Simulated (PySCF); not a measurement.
**Working out the excitation energy of P**

P [Ne] 3s2 3p3 (4S) → P [Ne] 3s1 3p4 (4P). Computed with PySCF 2.14 in def2-TZVPPD, with the non-relativistic Hamiltonian (point nucleus). Frozen: 1s2. Energies in hartree (1 hartree = 27.21139 eV):

| part | P (lower) | P (upper) |
| --- | --- | --- |
| UHF | -340.710012 | -340.418410 |
| MP2 opposite-spin | -0.168477 | -0.163121 |
| MP2 same-spin | -0.070069 | -0.068492 |

What does Hartree-Fock give?

(-340.418410) − (-340.710012) = 0.291602 hartree = 7.935 eV.

What do MP2 and SCS-MP2 (6/5 opposite-spin, 1/3 same-spin) give?

The opposite-spin parts differ by 0.146 eV and the same-spin parts by 0.043 eV. MP2: 7.935 + (0.146) + (0.043) = 8.124 eV. SCS-MP2: 7.935 + 1.2 × (0.146) + (0.043)/3 = 8.125 eV.

Measured between the centres of the two terms (NIST): 7.395 eV, so MP2 (valence and next inner shell) is off by 0.729 eV.

What remains against the reference includes basis incompleteness, the frozen core and correlation beyond second order.
